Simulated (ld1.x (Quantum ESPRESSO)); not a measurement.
oxygen (O): one change to a TM potential, before and after

ld1.x (Quantum ESPRESSO) 7.5 input, shortened:

```
&input
   title='O', zed=8., rel=1, dft='PBE', iswitch=3,
   config='[He] 2s1.5 2p4.5'
 /
 &inputp
   pseudotype=2, tm=.true., lloc=-2, rcloc=1.35,
   nlcc=.false.
 /
2
2S  1  0   1.50   0.00  0.85  0.85  0.0
2P  2  1   4.50   0.00  1.50  1.50  0.0
 &test
   configts(1)='2s1.5 2p4.5'
 /
```

Change: wave 2s (bound): rc 0.85 bohr becomes 2s (bound): rc 1.00 bohr.

Cutoffs: the cutoffs (Ry, on a coarse ladder) from which the occupation-weighted sum of valence levels, in a spherical-Bessel basis at the reference potential, stays within 10 and 1 mRy of its value at 400 Ry; they do not see the model core or the augmentation charge, which bear on the density cutoff. Errors are all-electron minus pseudo energies relative to the spin-unpolarised reference configuration.

How do hardness, ghosts and transferability respond?

The potential gets softer (70 Ry and 180 Ry → 70 Ry and 140 Ry); of the 7 tests that both files solve, the error grows in 3 and shrinks in 0 by more than 15 % and 0.3 meV (median size 45.4 → 52.7 meV); neither file shows a bound ghost. A larger radius leaves more room for a smooth pseudo-wave, so fewer plane waves are needed. More of the atom is replaced by a form fitted at one configuration, so other configurations suffer.

```tsv
quantity	base	changed
cutoff, loose	70 Ry	70 Ry
cutoff, tight	180 Ry	140 Ry
loose cutoff by channel (10 mRy a level)	s 60 Ry, p 50 Ry	s 50 Ry, p 50 Ry
bound ghosts	none	none
error for 2s2 2p4, meV [ΔE -7.47 eV]	+2.5	+4.2
error for 2s2 2p3, meV [ΔE 8.96 eV]	+45	+53
error for 2s2 2p2, meV [ΔE 42.55 eV]	+265	+289
error for 2s2 2p1, meV [ΔE 96.42 eV]	+1024	+1084
error for 2s1 2p4, meV [ΔE 24.19 eV]	-25	-25
error for 2s2 2p0, meV [ΔE 173.32 eV]	+2991	+3101
error for 2s2 2p3.5, meV [ΔE -1.18 eV]	+15	+19
s: phases at 1.65 bohr within 0.05 rad from the reference energy up to (Ry; the scan ends near 5)	2.6	2.5
p: phases at 1.65 bohr within 0.05 rad from the reference energy up to (Ry; the scan ends near 5)	3.3	3.3
```
